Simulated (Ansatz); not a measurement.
Consider the hydrogen abstraction from a B–H bond: `C[BH][GeH3]` + `[SiH3]`• → `C[B][GeH3]`• + SiH₄.

Program: Ansatz. Geometries: PBE0-D4/def2-TZVP. ΔE: electronic, gas phase. CCSD(T)/CBS is the MP2 limit (def2-TZVPP, def2-QZVPP) plus CCSD(T) − MP2 in def2-TZVPP, frozen cores. This one scheme is used for every species. DFT in def2-TZVPP. No spin–orbit coupling; open shells (•) take unrestricted orbitals. For Ge outer-core shells are correlated without core-valence functions, which leaves a few kJ/mol of doubt a bond. Scalar relativity is left out up to krypton.

```tsv
level	ΔE (kJ/mol)	difference from CCSD(T)/CBS
LDA (SPW92)	43.4	3.7
PBE-D4	41.2	1.5
PBE0-D4	40.9	1.2
r2SCANh-D4	37.1	-2.6
PBE	41.0	1.3
revPBE	40.0	0.3
BLYP	38.3	-1.4
r2SCAN	36.8	-2.9
PBE0	40.7	1.0
r2SCANh	37.1	-2.6
CAM-B3LYP	39.2	-0.5
HF/def2-SVP	34.9	-4.8
HF/def2-QZVPP	31.8	-7.9
SCS-MP2/def2-QZVPP	40.8	1.1
HF/CBS(def2)	31.8	-7.9
MP2/CBS(def2)	43.4	3.7
CCSD(T)/CBS	39.7	0
```

Largest T1 diagnostic among the species: 0.015.

Leaving LDA and LC-ωPBE aside and taking each functional with its dispersion term where it has one, the values, not all of them listed here, spread over 4.8 kJ/mol, from B97M-V to PBE-D4. In def2-TZVPP, CCSD(T) changes the Hartree–Fock value by +8.7 kJ/mol (the triples alone add +0.6 kJ/mol) and MP2 by +12.4 kJ/mol.
